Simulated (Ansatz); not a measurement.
Reaction (redistribution): `[SiH3][NH][AlH][SeH]` + `[NH2][Sn]([F])([F])[F]` → `[NH2][Sn]([F])([F])[SeH]` + `[F][AlH][NH][SiH3]`

Isolated molecules relaxed with PBE0-D4/def2-TZVP in Ansatz; ΔE leaves out vibrations. CBS: MP2 limit from def2 TZ/QZ plus the TZ coupled-cluster correction, frozen cores. DFT in def2-TZVPP. def2 core potentials past Kr. For Se, Sn outer-core shells are correlated without core-valence functions, which leaves a few kJ/mol of doubt a bond. Scalar relativity is left out up to krypton. Each species was taken in one conformer, which may not be the lowest.

```json
{"level": "PBE0-D4", "ΔE (kJ/mol)": "-100.6", "difference from CCSD(T)/CBS": "3.3"}
{"level": "ωB97X-V", "ΔE (kJ/mol)": "-99.4", "difference from CCSD(T)/CBS": "4.5"}
{"level": "ωB97M-V", "ΔE (kJ/mol)": "-103.5", "difference from CCSD(T)/CBS": "0.4"}
{"level": "B2PLYP", "ΔE (kJ/mol)": "-107.4", "difference from CCSD(T)/CBS": "-3.5"}
{"level": "PBE", "ΔE (kJ/mol)": "-100.1", "difference from CCSD(T)/CBS": "3.8"}
{"level": "PBE0", "ΔE (kJ/mol)": "-101.5", "difference from CCSD(T)/CBS": "2.4"}
{"level": "HF/def2-TZVPP", "ΔE (kJ/mol)": "-103.6", "difference from CCSD(T)/CBS": "0.3"}
{"level": "MP2/def2-TZVPP", "ΔE (kJ/mol)": "-106.8", "difference from CCSD(T)/CBS": "-2.9"}
{"level": "HF/def2-QZVPP", "ΔE (kJ/mol)": "-103.0", "difference from CCSD(T)/CBS": "0.9"}
{"level": "CCSD/CBS(def2)", "ΔE (kJ/mol)": "-105.5", "difference from CCSD(T)/CBS": "-1.6"}
{"level": "CCSD(T)/CBS", "ΔE (kJ/mol)": "-103.9", "difference from CCSD(T)/CBS": "0"}
```

Largest T1 diagnostic among the species: 0.014.
